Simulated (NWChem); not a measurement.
Species: SiNH5; SMILES [SiH3]N

```xyz
7

Si    -0.0064    -0.5766     0.0000
N     -0.0504     1.1566     0.0000
H     -0.7129    -1.0553    -1.2263
H     -0.7129    -1.0553     1.2263
H      1.3548    -1.2152     0.0000
H      0.2570     1.6509    -0.8309
H      0.2570     1.6509     0.8309
```
Atoms are numbered in this order, from 1.

Results from NWChem. Geometry: optimised at PBE0/def2-SVP. Ions are spin-unrestricted doublets at the neutral geometry; other ion states weren't tried.

For level CAM-B3LYP/def2-SVP:

```yaml
vertical ionisation energy, ΔSCF (eV): 9.85
"−ε(HOMO) (eV)": 8.61
```

What are these values for level PBE/def2-SVP?


| Item | Result |
|---|---|
| vertical ionisation energy, ΔSCF (eV) | 9.52 |
| −ε(HOMO) (eV) | 5.72 |
